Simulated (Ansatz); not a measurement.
Total energies of CuCl₂ from Ansatz at PBE0-D4/def2-TZVPD, gas phase (1 Eh = 27.2114 eV = 2625.5 kJ/mol). The reference geometry is relaxed at r2SCAN-D4/def2-TZVP.

```csv
state,geometry,energy (Eh)
charge 0 doublet,reference,-2560.46756
charge -1 singlet,reference,-2560.61941
free Cu atom (doublet),–,-1640.24421
free Cl atom (doublet),–,-459.99797
```

**Question.** Work out the vertical electron affinity, to the singlet.

**Answer.** E(charge 0 doublet) − E(charge -1 singlet) = -2560.46756 − (-2560.61941) = 0.15185 Eh = 4.13 eV.

**Question.** What is the binding energy per atom against free atoms?

**Answer.** Atoms: 1 × (-1640.24421) + 2 × (-459.99797) = -2560.24015 Eh. Binding: -2560.24015 − (-2560.46756) = 0.22741 Eh = 6.19 eV, or 2.06 eV for each of 3 atoms (no zero-point energy, no counterpoise term).
